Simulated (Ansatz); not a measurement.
Al2FHSe (`[F][Al]1[AlH][Se]1`), relaxed with RKS PBE0-D4/def2-TZVP in Ansatz from a PBE-D4/def2-SVP geometry. The force threshold is 0.005 eV/Å; the program also tests the step.

The species carries charge 0 and has multiplicity 1.

Start:

```xyz
5

F    -0.463    2.454   -1.460
Al   -0.224    1.035   -0.605
Al   -0.359   -0.964    0.719
Se    1.707   -0.278   -0.276
H    -0.661   -2.247    1.623
```

```json
{"step": "1", "energy (eV)": "-81265.2594", "largest force (eV/Å)": "0.629", "largest move (Å)": "0.000"}
{"step": "2", "energy (eV)": "-81265.2783", "largest force (eV/Å)": "0.380", "largest move (Å)": "0.022"}
{"step": "3", "energy (eV)": "-81265.2832", "largest force (eV/Å)": "0.076", "largest move (Å)": "0.022"}
{"step": "4", "energy (eV)": "-81265.2834", "largest force (eV/Å)": "0.013", "largest move (Å)": "0.006"}
{"step": "5", "energy (eV)": "-81265.2834", "largest force (eV/Å)": "0.006", "largest move (Å)": "0.001"}
{"step": "6", "energy (eV)": "-81265.2835", "largest force (eV/Å)": "0.001", "largest move (Å)": "0.001"}
```

End:

```xyz
5

F    -0.448    2.425   -1.444
Al   -0.237    1.030   -0.601
Al   -0.333   -0.968    0.713
Se    1.687   -0.264   -0.280
H    -0.670   -2.223    1.611
```

Hardware: 2 threads of an Arm Neoverse V1 on a shared host. Wall time 29 s, peak host memory 0.4 GiB.
